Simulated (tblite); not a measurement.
Compound: C₄H₈N₄Si.
Bonds: C1–N2, N2–C3, N2–Si4, Si4–N5, Si4–C6, C6–N7 (triple), Si4–C8, C8–N9 (triple). Hydrogens: H10, H11, H12 on C1; H13, H14, H15 on C3; H16, H17 on N5.

Computed with GFN2-xTB (tblite), gas phase: L-BFGS steps from a force-field or distance-geometry start until the largest atomic force falls under 0.01 eV/Å.

Step 48: E = -707.1212 eV
```
atom  x, y, z in Å  |  force x, y, z in eV/Å
C1     -1.7344   -0.4344    0.7876    0.019  -0.014   0.014
N2     -0.7054    0.1141   -0.0645    0.016  -0.031  -0.049
C3     -1.2190    0.5986   -1.3242    0.000   0.009  -0.045
Si4     0.9811   -0.0911    0.1896    0.011   0.001  -0.008
N5      1.9991    1.2397    0.5542   -0.005   0.001  -0.014
C6      1.1559   -1.2764    1.6188    0.018  -0.002   0.029
N7      1.2699   -1.9832    2.5112   -0.006   0.004  -0.023
C8      1.7465   -0.8414   -1.3459    0.027  -0.018   0.060
N9      2.1916   -1.2958   -2.2973   -0.022   0.018  -0.012
H10    -2.4989    0.3221    0.9890    0.011  -0.011  -0.020
H11    -2.2149   -1.3004    0.3191   -0.030   0.037  -0.012
H12    -1.2988   -0.7519    1.7305   -0.014  -0.019   0.049
H13    -1.6623   -0.2141   -1.9102   -0.029  -0.002   0.026
H14    -0.4153    1.0365   -1.9102    0.021   0.028  -0.017
H15    -1.9861    1.3604   -1.1581    0.006  -0.006   0.033
H16     2.0065    1.6861    1.4550   -0.027  -0.002   0.022
H17     2.3775    1.8431   -0.1546    0.004   0.007  -0.033
```

Step 49: E = -707.1219 eV
```
atom  x, y, z in Å  |  force x, y, z in eV/Å
C1     -1.7326   -0.4364    0.7866    0.010  -0.014   0.008
N2     -0.7043    0.1090   -0.0682    0.025  -0.041  -0.016
C3     -1.2193    0.5983   -1.3247   -0.001   0.002  -0.026
Si4     0.9817   -0.0906    0.1890    0.024  -0.029   0.022
N5      1.9987    1.2403    0.5551   -0.007   0.001  -0.006
C6      1.1544   -1.2760    1.6202    0.011   0.030   0.005
N7      1.2643   -1.9769    2.5177   -0.002  -0.007  -0.019
C8      1.7482   -0.8392   -1.3463    0.028  -0.020   0.050
N9      2.1917   -1.2923   -2.2991   -0.020   0.018  -0.010
H10    -2.4926    0.3236    0.9920    0.012  -0.012  -0.011
H11    -2.2197   -1.2979    0.3169   -0.032   0.032  -0.018
H12    -1.2962   -0.7612    1.7268   -0.013  -0.006   0.044
H13    -1.6680   -0.2106   -1.9091   -0.048  -0.038   0.000
H14    -0.4164    1.0321   -1.9132    0.036   0.048  -0.025
H15    -1.9829    1.3610   -1.1529   -0.008   0.026   0.026
H16     2.0062    1.6892    1.4548   -0.029  -0.008   0.014
H17     2.3797    1.8397   -0.1553    0.012   0.020  -0.037
```

**Question.** Estimate the geometry and energy of step 50. (The exact step hangs on the optimiser's Hessian estimate; all steps are aligned on step 49, rigid shifts and turns removed.)

**Answer.** E = -707.1228 eV, largest force 0.086 eV/Å
```
atom  x, y, z in Å  |  force x, y, z in eV/Å
C1     -1.7299   -0.4395    0.7854   -0.005  -0.016   0.007
N2     -0.7023    0.1018   -0.0733    0.026  -0.048   0.019
C3     -1.2198    0.5980   -1.3258    0.002  -0.009  -0.002
Si4     0.9830   -0.0906    0.1883    0.032  -0.050   0.051
N5      1.9982    1.2410    0.5559    0.002   0.015  -0.018
C6      1.1520   -1.2746    1.6227    0.008   0.046   0.000
N7      1.2566   -1.9683    2.5264    0.002  -0.008  -0.030
C8      1.7511   -0.8370   -1.3463    0.033  -0.027   0.025
N9      2.1918   -1.2867   -2.3021   -0.020   0.020   0.003
H10    -2.4842    0.3251    0.9969    0.022  -0.015  -0.001
H11    -2.2267   -1.2939    0.3129   -0.026   0.027  -0.018
H12    -1.2929   -0.7743    1.7228   -0.019   0.014   0.013
H13    -1.6768   -0.2070   -1.9073   -0.058  -0.058  -0.025
H14    -0.4171    1.0269   -1.9179    0.031   0.054  -0.022
H15    -1.9789    1.3628   -1.1462   -0.010   0.051   0.014
H16     2.0053    1.6928    1.4545   -0.030  -0.012   0.001
H17     2.3836    1.8355   -0.1568    0.009   0.016  -0.017
```

The energy changes by -0.0009 eV. The first-order estimate −F·Δx gives -0.0012 eV and the mean of the old and new forces, exact on a quadratic surface, -0.0009 eV. The step makes an angle of 78° with the force vector and moves no atom by more than 0.014 Å.

The cost below is that of the whole relaxation. Time: 2.1 s wall. Hardware: one thread of an Arm Neoverse N1 (shared host).
